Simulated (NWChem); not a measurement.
System meant: C2H3Cl2In; SMILES C=[CH][In]([Cl])[Cl]

The following NWChem deck was run.

```
start job
memory heap 200 mb stack 900 mb global 1100 mb
geometry units angstroms noautoz
  In    -0.164676     0.018078     0.000000
  Cl    -0.682215     2.301295     0.000000
  Cl     2.143326    -0.416375     0.000000
  C     -1.528094    -1.606485     0.000000
  C     -1.076158    -2.864140     0.000000
  H     -2.604083    -1.400826     0.000000
  H     -1.764824    -3.718673     0.000000
  H     -0.007765    -3.107807     0.000000
end
basis spherical
  In library def2-svp
  Cl library def2-svp
  C library def2-svp
  H library def2-svp
end
dft
  xc xpbe96 cpbe96
  iterations 150
  mulliken
end
task dft energy
```

End of the output:

```
             Grid Information
             ----------------
          Grid used for XC integration:  medium
          Radial quadrature: Mura-Knowles
          Angular quadrature: Lebedev.
          Tag              B.-S. Rad. Rad. Pts. Rad. Cut. Ang. Pts.
          ---              ---------- --------- --------- ---------
          In                  1.55      123          11.0       590
          Cl                  1.00       88          14.0       590
          C                   0.70       49          12.0       434
          H                   0.35       45          13.0       434
          Grid pruning is: on
          Number of quadrature shells:   532
          Spatial weights used:  Erf1

          Convergence Information
          -----------------------
          Convergence aids based upon iterative change in
          total energy or number of iterations.
          Levelshifting, if invoked, occurs when the
          HOMO/LUMO gap drops below (HL_TOL):  1.00D-02
          DIIS, if invoked, will attempt to extrapolate
          using up to (NFOCK): 10 stored Fock matrices.

                    Damping( 0%)  Levelshifting(0.5)       DIIS
                  --------------- ------------------- ---------------
          dE  on:    start            ASAP                start
          dE off:    2 iters        150 iters           150 iters

      Screening Tolerance Information
      -------------------------------
          Density screening/tol_rho:  1.00D-10
          AO Gaussian exp screening on grid/accAOfunc:  14
          CD Gaussian exp screening on grid/accCDfunc:  20
          XC Gaussian exp screening on grid/accXCfunc:  20
          Schwarz screening/accCoul:  1.00D-08

      Superposition of Atomic Density Guess
      -------------------------------------

      charge =      49.0 In (Indium)

      symmetry species            s     p     d     f
      number of basis functions =10     7     6
      number of cont. functions = 4     4     2
      number of closed shells   = 5     3     2
      number of open shells     = 0     1     0
      open shell occupation     = 0     1     0
 ------------------------------------------------------------------------
 atomscf:atomd: error in atom scf                   0
 ------------------------------------------------------------------------
 ------------------------------------------------------------------------
  current input line :
    24: task dft energy
 ------------------------------------------------------------------------
 ------------------------------------------------------------------------
 This error has not yet been assigned to a category
 ------------------------------------------------------------------------
 For more information see the NWChem manual at https://nwchemgit.github.io

0:atomscf:atomd: error in atom scf:Received an Error in Communication
```

Q: Find the fault in this run and fix the input.

A: The run crashed. Cause: the def2 basis of a heavy element holds valence functions alone and wants its effective core potential (without it all electrons must fit into that basis). This input runs:
```
start job
memory heap 200 mb stack 900 mb global 1100 mb
geometry units angstroms noautoz
  In    -0.164676     0.018078     0.000000
  Cl    -0.682215     2.301295     0.000000
  Cl     2.143326    -0.416375     0.000000
  C     -1.528094    -1.606485     0.000000
  C     -1.076158    -2.864140     0.000000
  H     -2.604083    -1.400826     0.000000
  H     -1.764824    -3.718673     0.000000
  H     -0.007765    -3.107807     0.000000
end
basis spherical
  In library def2-svp
  Cl library def2-svp
  C library def2-svp
  H library def2-svp
end
ecp
  In library def2-ecp
end
dft
  xc xpbe96 cpbe96
  iterations 150
  mulliken
end
task dft energy
```
It converges to -1187.78676 Ha (PBE/def2-SVP with def2 effective core potentials on In).
